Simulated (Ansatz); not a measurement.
Input file for Ansatz (a program for electronic structure): R-wB97M-V/def2-TZVPPD on C2H3F (SMILES C=CF) with ghost functions, monomers drawn apart or pushed together. Files ending in .json are basis or fitting sets from the Basis Set Exchange.

Ansatz 0.2 input:
```yaml
crystal:
  periodic: [false, false, false]
  atoms:
    - {symbol: C, position_ang: [-0.24109227, -1.18194759, 3.14561580]}
    - {symbol: C, position_ang: [0.02276904, 0.07251399, 3.43445996]}
    - {symbol: F, position_ang: [0.18491726, 1.01488710, 2.45667435]}
    - {symbol: H, position_ang: [-0.34209414, -1.52714779, 2.12590170]}
    - {symbol: H, position_ang: [-0.36045537, -1.88890318, 3.95328546]}
    - {symbol: H, position_ang: [0.14228764, 0.51510096, 4.41235399]}
basis:
  gaussian:
    orbitals: def2-TZVPPD.json
    ghost_atoms:
      - {symbol: F, position_ang: [-0.09966557, -0.05492580, -0.30703798]}
      - {symbol: H, position_ang: [0.01984255, 0.44260732, 0.47216502]}
hamiltonian:
  xc: {name: wB97M-V}
scf: {lower_state_search: off}
```

Program output:

```
WARN ansatz: RAYON_NUM_THREADS=1 ignored (pool sized by the plan → 1); use --threads N
Functional definition: wB97M-V
these checks for a lower state are left out or cut short: stability, starts, cluster_reference, orbital_swaps, neighbouring_geometries, increment
integrals: 0.14 GiB planned
966 factors; their error is unknown
integrals: 0.17 GiB planned
301 factors; integrals over basis functions are off by at most 3.7e-5 eV
mean field: 1.27 GiB planned
mean field evaluation 1: about -4836.7446 eV, gradient 3.5e1 eV
mean field evaluation 2: about -4837.9348 eV, gradient 2.6e1 eV
mean field evaluation 4: about -4839.1927 eV, gradient 1.4e0 eV
mean field evaluation 8: about -4839.2014 eV, gradient 5.3e-2 eV
mean field evaluation 16: about -4839.1929 eV, gradient 9.6e-6 eV
mean field -4839.19291190 eV, -177.8370593895 hartree, gradient 9.7e-6 eV, S^2 0.000000; 0 other end points of the search recorded, 0 dependent functions left out
reference -4839.19296166 eV, -177.8370612180 hartree; 12, 12 occupied and 210, 210 virtual orbitals, 966 factors
Total energy: -4839.19296166 eV, -177.8370612180 hartree
Checks for a lower state left out: stability, starts, cluster_reference, orbital_swaps, neighbouring_geometries, increment
```

The run converged.

Cost: roughly 10 core-seconds.
